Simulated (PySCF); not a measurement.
# Checking a proposed structure

A compound C5H9ClO2Si gives the data below (simulated from a calculation) and was assigned the structure `C=C[C@@H]1COC[Si@@H](Cl)O1`.

$^{13}$C{$^{1}$H} NMR (computed): δ 171.5 (C), 103.9 (CH2), 66.8 (C), 60.0 (CH3), 18.4 (CH2).

$^{1}$H NMR (500 MHz, computed): δ 5.69 (s, 2H), 5.54 (s, 2H), 3.80 (s, 3H), 1.75 (s, 2H).

- NMR shieldings at PBE0/pcSseg-1/GIAO
- coordinates at the GFN2-xTB level
- code: PySCF 2.14.0 with density-fitted response routines
- equivalent nuclei averaged, relativity neglected, one conformer, gas phase

References, each an isolated molecule treated in the same way: $^{1}$H (31.72 ppm), $^{13}$C (186.93 ppm) against TMS.

Q: Compare with the shifts computed for the proposed structure, pairing carbons in order of shift.

A: Mapped SMILES: `[CH2:1]=[CH:2][C@@H:3]1[CH2:4][O:5][CH2:6][Si@@H:7]([Cl:8])[O:9]1`; H(Xn) means a hydrogen on atom n.

| atom | computed for proposal | given list | difference |
| --- | --- | --- | --- |
| C2 | 147.2 | 171.5 | -24.3 |
| C1 | 124.0 | 103.9 | +20.1 |
| C3 | 79.9 | 66.8 | +13.1 |
| C4 | 76.6 | 60.0 | +16.6 |
| C6 | 68.3 | 18.4 | +49.9 |

The rms difference is 28.1 ppm and the largest +49.9 ppm at C6 (sp3 CH2 bonded to O and Si). The carbon types in order of shift don't match either: CH, CH2, CH, CH2, CH2 for the proposal against C, CH2, C, CH3, CH2 in the data. The proposal doesn't fit.

Q: Which isomer fits?

A: `COCOC1=C([SiH2]Cl)C1`.

1. Carbon types of the structure: 2 × C, 2 × CH2, 1 × CH3, leaving 2 H on heteroatoms.
2. δC 171.5: alkene carbon bearing oxygen; an sp2 carbon further deshielded by the attached heteroatom.
3. δC 103.9: sp3 carbon bearing two oxygens; 2 electronegative neighbours deshield it.
4. δC 66.8: β carbon of an enol-ether or enamine type C=C; the O or N lone pair pushes π density onto this β carbon and shields it.
5. δC 60.0: methyl carbon bonded to O; the inductive effect lowers its shielding.

Other isomers checked: COC(=O)[SiH2]C/C=C\Cl (rms 33.1 ppm); CC(=O)CC(=O)[SiH2]CCl (rms 62.1 ppm).

This is the structure that produced the data.

Shifts are as computed. Against solution values, carbons near 30 ppm lie about +3 ppm off and those near 130 ppm about +5 ppm. Of 1211 compounds with measured shifts, 218 miss one by over three times the rms of a fit or turn the order of signals round; such compounds aren't used in these exercises. No couplings were computed; multiplicities are counted from neighbouring protons, with m where these are inequivalent, close in shift, in a saturated or five-membered ring or joined by F or P, and br s for small geminal =CH2 splittings.
